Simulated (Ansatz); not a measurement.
Gas-phase electronic energies from Ansatz, PBE0-D4/def2-TZVP geometries. CCSD(T)/CBS is the MP2 limit (def2-TZVPP, def2-QZVPP) plus CCSD(T) − MP2 in def2-TZVPP, frozen cores. Functionals use def2-TZVPP. B3LYP here is the variant with VWN-RPA as its local correlation; programs differ in this. Elements past krypton have def2 core potentials. For Ge, Sn outer-core shells are correlated without core-valence functions, which leaves a few kJ/mol of doubt a bond. Scalar relativity is left out up to krypton. One conformer a species, not always the lowest.

Reaction (cleavage of the Si–Sn bond): `O[SiH2][SnH2][SiH3]` + `[SH][GeH3]` → `O[SiH2][S][GeH3]` + `[SiH3][SnH3]`

```
             level  ΔE (kcal/mol)  difference from CCSD(T)/CBS
            PBE-D4          -11.2                          1.2
           ωB97X-V          -13.1                         -0.7
           ωB97M-V          -13.5                         -1.1
               PBE          -10.7                          1.7
            r2SCAN          -12.9                         -0.5
              PBE0          -11.6                          0.8
             B3LYP          -11.2                          1.2
     HF/def2-TZVPP          -13.7                         -1.3
    MP2/def2-TZVPP          -13.9                         -1.5
SCS-MP2/def2-TZVPP          -13.6                         -1.2
CCSD(T)/def2-TZVPP          -13.0                         -0.6
     HF/def2-QZVPP          -13.6                         -1.2
    MP2/def2-QZVPP          -13.6                         -1.2
      HF/CBS(def2)          -13.6                         -1.2
     MP2/CBS(def2)          -13.4                         -1.0
    CCSD/CBS(def2)          -12.2                          0.2
       CCSD(T)/CBS          -12.4                            0
```

Largest T1 diagnostic among the species: 0.013.

From PBE to PBE0 (25 % exact exchange), in def2-TZVPP and without D4, ΔE moves by −1.0 kcal/mol. The D4 term adds −0.9 kcal/mol with B3LYP and −0.4 kcal/mol with PBE0; it sums over pairs of atoms, weighted by their polarisabilities, and B3LYP, whose exchange is more repulsive, gets the larger term.
